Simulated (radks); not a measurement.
Q: The mean radii <r> (bohr) of the occupied orbitals of an atom or ion are listed with their occupations. Method: scalar-relativistic Kohn-Sham, r2SCAN, spin-polarised, spherical densities, finite nucleus; meta-GGA in the generalised Kohn-Sham scheme; Fermi nuclear charge, rms radius of each element as measured or else 0.836 A^(1/3) + 0.57 fm; computed with a radial shooting solver on a logarithmic mesh with Libxc functionals.

orbital  occ.      <r>
1s up       1  0.03040
1s down     1  0.03040
2s up       1   0.1316
2s down     1   0.1316
2p up       3   0.1149
2p down     3   0.1149
3s up       1   0.3574
3s down     1   0.3574
3p up       3   0.3565
3p down     3   0.3565
3d up       5   0.3346
3d down     5   0.3346
4s up       1   0.8747
4s down     1   0.8737
4p up       3   0.9475
4p down     3   0.9458
4d up       5    1.166
4d down     3    1.162
5s up       1    2.202

Name the element and its charge. Open shells, if any, are filled with parallel spins first.

A: Z = 48, cadmium, charge +3: Cd3+ in [Kr] 4d8 5s1. The 1s radius gives Z: for a bare nucleus <r> = (2 gamma + 1)/(2Z) with gamma = sqrt(1 - (Z/c)^2), 0.02993 bohr for Z = 48, and screening makes it slightly larger (0.03040 here). The occupations add up to 45, and the charge is Z minus that.
